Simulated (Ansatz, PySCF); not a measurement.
Spin states of H2O2Os (SMILES [OH][Os][OH]), each relaxed with B3LYP-D3(BJ)/def2-TZVP.
State 1 (charge 0, multiplicity 3):
| atom | x (Å) | y (Å) | z (Å) |
|---|---|---|---|
| Os | 0.0918 | -0.2856 | 0.0549 |
| O | 1.5028 | -0.0554 | -1.1207 |
| H | 1.6786 | 0.7438 | -1.6325 |
| O | -1.3257 | -0.5169 | 1.2225 |
| H | -2.0013 | 0.1440 | 1.4186 |
State 2 (charge 0, multiplicity 5):
```xyz
5

Os     0.087    -0.269     0.052
O      1.406    -0.081    -1.325
H      1.832     0.752    -1.551
O     -1.256    -0.392     1.415
H     -2.123     0.020     1.352
```

Singlets are restricted, other states unrestricted; no spin–orbit coupling, no relativity up to Kr; see below for the cores. The largest T1 diagnostic is 0.028.

Correlated levels freeze the inner cores; with def2 sets outer-core shells near the valence are correlated too.

Run with Ansatz (Gaussian orbitals); PySCF for the dispersion terms. Values without a source in brackets are computed. In def2 rows elements past Kr take small-core potentials, without spin–orbit coupling.

```json
[
 {"level": "BLYP-D3(BJ)/def2-TZVPP", "energy of the multiplicity-5 state less that of the multiplicity-3 state (kcal/mol)": "8.94"},
 {"level": "r2SCAN/def2-TZVPP", "energy of the multiplicity-5 state less that of the multiplicity-3 state (kcal/mol)": "-0.15"},
 {"level": "B3LYP/def2-TZVPP", "energy of the multiplicity-5 state less that of the multiplicity-3 state (kcal/mol)": "4.80"},
 {"level": "B3LYP-D3(BJ)/def2-TZVPP", "energy of the multiplicity-5 state less that of the multiplicity-3 state (kcal/mol)": "4.83"},
 {"level": "PBE0-D3(BJ)/def2-TZVPP", "energy of the multiplicity-5 state less that of the multiplicity-3 state (kcal/mol)": "0.48"},
 {"level": "PBE0-D4/def2-TZVPP", "energy of the multiplicity-5 state less that of the multiplicity-3 state (kcal/mol)": "0.49"},
 {"level": "CAM-B3LYP/def2-TZVPP", "energy of the multiplicity-5 state less that of the multiplicity-3 state (kcal/mol)": "2.29"},
 {"level": "wB97X-V/def2-TZVPP", "energy of the multiplicity-5 state less that of the multiplicity-3 state (kcal/mol)": "3.81"},
 {"level": "CCSD/def2-SVP", "energy of the multiplicity-5 state less that of the multiplicity-3 state (kcal/mol)": "[?]"}
]
```

### Question
What belongs in the gaps?

### Answer

- CCSD/def2-SVP, energy of the multiplicity-5 state less that of the multiplicity-3 state (kcal/mol): -0.89

Ansatz is a first-principles code.
